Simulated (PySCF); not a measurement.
C3HN3S.
Geometry (PBE0-D3(BJ)/def2-SVP, Å), atoms numbered from 1 in this order:
```
atom  x, y, z in Å
N1     2.9117   -0.3881    0.0415
C2     1.7548   -0.3677   -0.0088
C3     0.3284   -0.2909   -0.0653
C4    -0.4321    0.9214    0.0446
N5    -1.7243    0.7256   -0.0379
S6    -1.9708   -0.8851   -0.2414
N7    -0.4127   -1.3716   -0.2282
H8    -0.0175    1.9222    0.1820
```

Computed, not measured: PBE0-D3(BJ)/def2-SVP geometry optimisation, gas phase (PySCF).

Take the most abundant isotopes and a rigid rotor. 

Problem. Give the principal moments of inertia and the rotational constants in MHz.

Solution. Ia = 65.39, Ib = 318.84, Ic = 384.23 u·Å²; 505379 MHz·u·Å²/I gives A = 7728, B = 1585, C = 1315 MHz.

Problem. What kind of rotor is it?

Solution. A near-prolate asymmetric top; Ray's κ = -0.916.

Problem. Is it planar, by Δ = Ic − Ia − Ib?

Solution. Planar: Δ = Ic − Ia − Ib = 0.00 u·Å². For a rigid frame Δ = −2 Σ m c², so it vanishes when all atoms lie in the ab plane; here none is more than 0.01 Å from it.

Problem. List the rotational levels J(Ka,Kc) to J = 4 (MHz).

Solution. Above 0(0,0):
J = 1: 1(0,1) 2900, 1(1,1) 9044, 1(1,0) 9313
J = 2: 2(0,2) 8692, 2(1,2) 14574, 2(1,1) 15384, 2(2,1) 33813, 2(2,0) 33822
J = 3: 3(0,3) 17359, 3(1,3) 22866, 3(1,2) 24484, 3(2,2) 42514, 3(2,1) 42558, 3(3,1) 73910, 3(3,0) 73910
J = 4: 4(0,4) 28874, 4(1,4) 33911, 4(1,3) 36607, 4(2,3) 54109, 4(2,2) 54239, 4(3,2) 85528, 4(3,1) 85530, 4(4,1) 129459, 4(4,0) 129459

Problem. Predict some low-J microwave lines.

Solution. The dipole components are |μa| = 2.68 D, |μb| = 0.98 D, |μc| = 0.00 D; the mirror of this Cs structure is the ab plane, so μc vanishes by symmetry and there are no c-type lines. The squared components, which scale the intensities, stand as 1.00 : 0.13 (a : b). Some lines, for components of 0.1 D or more:

```csv
type,branch,"J(Ka,Kc)",MHz,lower level (cm⁻¹)
a,R,"2(1,2) ← 1(1,1)",5531,0.302
a,R,"2(0,2) ← 1(0,1)",5792,0.097
b,Q,"4(1,3) ← 4(0,4)",7733,0.963
a,R,"3(2,2) ← 2(2,1)",8701,1.128
b,R,"1(1,1) ← 0(0,0)",9044,0.000
a,R,"4(3,2) ← 3(3,1)",11618,2.465
a,R,"5(1,5) ← 4(1,4)",13791,1.131
b,R,"3(1,3) ← 2(0,2)",14173,0.290
a,R,"5(3,3) ← 4(3,2)",14530,2.853
a,R,"5(3,2) ← 4(3,1)",14534,2.853
b,R,"4(1,4) ← 3(0,3)",16552,0.579
b,Q,"2(2,0) ← 2(1,1)",18438,0.513
b,Q,"4(2,3) ← 4(1,4)",20198,1.131
b,R,"2(2,0) ← 1(1,1)",24778,0.302
b,R,"3(2,1) ← 2(1,2)",27983,0.486
b,R,"4(2,3) ← 3(1,2)",29625,0.817
b,Q,"5(3,2) ← 5(2,3)",31171,2.298
b,Q,"4(3,1) ← 4(2,2)",31291,1.809
b,Q,"3(3,0) ← 3(2,1)",31352,1.420
b,R,"5(2,4) ← 4(1,3)",31984,1.221
b,R,"3(3,1) ← 2(2,0)",40088,1.128
b,R,"4(3,1) ← 3(2,2)",43015,1.418
b,Q,"4(4,0) ← 4(3,1)",43930,2.853
b,Q,"4(4,1) ← 4(3,2)",43931,2.853
b,R,"4(4,0) ← 3(3,1)",55549,2.465
b,Q,"5(5,1) ← 5(4,2)",56485,4.803
```

Problem. Estimate the classical rotational partition function at 100 K, 298.15 K and 500 K.

Solution. Point group Cs, symmetry number σ = 1; q = (√π/σ)·√((kT/h)³/(ABC)), k/h = 20836.6 MHz/K: 42000 at 100 K, 216000 at 298.15 K, 470000 at 500 K.

Not checked by PBE0-D3(BJ)/def2-SVP frequencies. No vibrational averaging or centrifugal distortion is included, and the geometry carries the error of its method. Quadrupole hyperfine structure (14N) is left out.
